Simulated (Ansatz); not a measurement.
System: GeSiH5, charge 0, doublet. GeSiH5 (SMILES [SiH2][GeH3], doublet).
B3LYP-D3(BJ)/def2-TZVP minimum from Ansatz (a quantum-chemistry and plane-wave program):
```
Ge
H 1 1.5387
H 1 1.5387 2 108.58
H 1 1.5434 2 108.24 3 -117.29
Si 1 2.3835 2 109.77 4 -122.70
H 5 1.4861 1 112.92 2 58.06
H 5 1.4861 6 109.27 1 -126.57
```
Charge 0, spin multiplicity 2.

Total energies in hartree (Ansatz). Radicals and triplets start from unrestricted determinants; spin-orbit coupling is neglected. Correlated methods leave the cores frozen (noble-gas shells, and filled d and f shells in the p block). No relativity. For partners of very few electrons the exact lower level stands in for a higher one.

| species | HF/def2-TZVPP | CCSD(T)/def2-TZVPP | HF/def2-QZVPP | CCSD(T)/def2-QZVPP | CCSD(T)/def2-SVP | CCSDT(Q)/def2-SVP |
|---|---|---|---|---|---|---|
| 1: GeSiH5 (SMILES [SiH2][GeH3], doublet) | -2367.17514 | -2367.46280 | -2367.22631 | -2367.52739 | -2367.04684 | -2367.04821 |
| 2: Si (triplet) | -288.85084 | -288.92770 | -288.85873 | -288.93839 | -288.81556 | -288.81596 |
| 3: Ge (triplet) | -2075.32100 | -2075.38759 | -2075.36298 | -2075.43218 | -2075.11580 | -2075.11612 |
| 4: H (doublet) | -0.49981 | -0.49981 | -0.49998 | -0.49998 | -0.49928 | -0.49928 |

Work out the atomisation energy (electronic, to ground-state atoms) in kcal/mol: take Hartree-Fock from def2-QZVPP, extrapolate the CCSD(T) correlation energy as X^-3 (X = 3, 4), and add CCSDT(Q) - CCSD(T) in def2-SVP. 1 hartree = 627.51 kcal/mol.


Species 1: correlation (64·(-0.30108) - 27·(-0.28766))/37 = -0.31087; step -0.00137; E1 = -2367.22631 + (-0.31087) + (-0.00137) = -2367.53855
Species 2: correlation (64·(-0.07966) - 27·(-0.07686))/37 = -0.08170; step -0.00040; E2 = -288.85873 + (-0.08170) + (-0.00040) = -288.94083
Species 3: correlation (64·(-0.06920) - 27·(-0.06659))/37 = -0.07110; step -0.00032; E3 = -2075.36298 + (-0.07110) + (-0.00032) = -2075.43440
Species 4: correlation (64·(0.00000) - 27·(0.00000))/37 = 0.00000; step +0.00000; E4 = -0.49998 + (0.00000) + (+0.00000) = -0.49998
-1·E1 +1·E2 +1·E3 +5·E4 = 0.66342 hartree = 416.3 kcal/mol.
